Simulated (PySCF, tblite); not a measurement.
Dissociation curve of SMILES [BeH2] (H2Be), singlet. The Be1–H3 bond (Be1 also carries H; H3 carries nothing else) is stretched with both fragments frozen at the PBE0/def2-TZVP optimised geometry.

Methods: GFN2-xTB, 300 K electronic temperature (tblite); UCCSD(T) = CCSD(T) on UHF/cc-pVDZ (PySCF).

Energies relative to the lowest point of each curve near equilibrium, in kcal/mol; the last columns give the difference from UCCSD(T):

```tsv
R / Å	GFN2-xTB	UCCSD(T)	GFN2-xTB − UCCSD(T)
0.99	25.1	37.2	-12.1
1.07	10.7	19.2	-8.5
1.12	5.5	11.7	-6.2
1.20	1.1	4.2	-3.1
1.26	0.0	1.2	-1.2
1.31	0.1	0.1	0.0
1.34	0.5	0.0	0.5
1.38	1.3	0.3	1.1
1.43	2.8	1.3	1.5
1.48	4.6	2.9	1.7
1.55	7.6	6.0	1.7
1.65	12.4	11.5	0.9
1.80	20.1	21.1	-1.0
2.00	31.1	34.7	-3.6
2.20	42.1	47.8	-5.7
2.40	52.8	59.4	-6.6
2.65	65.6	71.1	-5.5
2.96	80.0	81.4	-1.4
3.24	91.2	87.3	3.9
3.63	103.6	91.3	12.3
4.06	113.3	92.5	20.8
4.68	—	92.8	—
```

GFN2-xTB is furthest from UCCSD(T) at 4.06 (20.8 kcal/mol, above); its mean absolute difference over the points is 4.7 kcal/mol.

Dashes: no converged value, or the column stops at the first point that the program doubted or that broke a chosen test of continuity, which isn't proof of a fault.

The unrestricted determinant behind UCCSD(T) is spin-contaminated at 2.20 to 4.68 Å (<S²> up to 1.0, against 0.00 for a pure singlet).
